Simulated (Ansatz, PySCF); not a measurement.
The pair A = SiH4 (SMILES [SiH4]) (first 5 atoms), B = H2Se (SMILES [SeH2]); geometry from B3LYP-D3(BJ)/def2-TZVP.
(charge 0, multiplicity 1):
```xyz
8

Si     0.195    -0.010     0.036
H     -0.614    -1.176     0.450
H     -0.444     1.238     0.510
H      0.273     0.025    -1.445
H      1.562    -0.116     0.590
Se    -0.104     0.027     3.913
H      0.315     1.429     3.771
H     -1.499     0.379     3.607
```

Cores are frozen in the correlated methods. Filled d and f shells under p-block atoms count as core. CBS(a, b) extrapolates the correlation energy as X⁻³ and adds the Hartree–Fock energy of set b.

Run with Ansatz (Gaussian orbitals); PySCF for the dispersion terms. 

The monomers are drawn apart, rigid, along the line of their centres of mass. Counterpoise-corrected interaction energies (kcal/mol):

```
level                                R = 5.442 Å  R = 6.997 Å
-----------------------------------  -----------  -----------
PBE-D3(BJ)/def2-TZVPPD                   -0.4291      -0.0786
wB97M-V/def2-TZVPPD                      -0.3273      -0.0681
CCSD(T)/CBS(def2-SVPD, def2-TZVPPD)      -0.3068      -0.0651
```

Task: R is the distance of the centres of mass. Find the local exponent m of E ∝ R⁻ᵐ between the two points.

Result: 
m = ln(E₁/E₂)/ln(R₂/R₁): PBE-D3(BJ)/def2-TZVPPD 6.8; wB97M-V/def2-TZVPPD 6.2; CCSD(T)/CBS(def2-SVPD, def2-TZVPPD) 6.2. For scale, two fixed dipoles give m = 3, dipole and quadrupole 4, quadrupoles 5, and dispersion or dipole-induced dipole 6 at long range; at these distances several terms mix, and what is left of overlap and damping shifts m, so it need not match one of them.

Ansatz is a program for electronic structure.
